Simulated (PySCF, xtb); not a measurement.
germylmethylgermane (CH₈Ge₂), SMILES [GeH3][CH2][GeH3].

GFN2-xTB run with xtb at its own geometry gives an orbital gap of 7.78 eV and a dipole moment of 0.76 D.

Geometry: TPSSh-D3(BJ)/def2-SVP.

**Question.** What does PBE/def2-TZVP run with PySCF give? (Estimate from the structure and the level; the computed values follow.)

**Answer.** gap 6.92 eV (levels -7.29 and -0.37 eV), dipole 0.74 D.
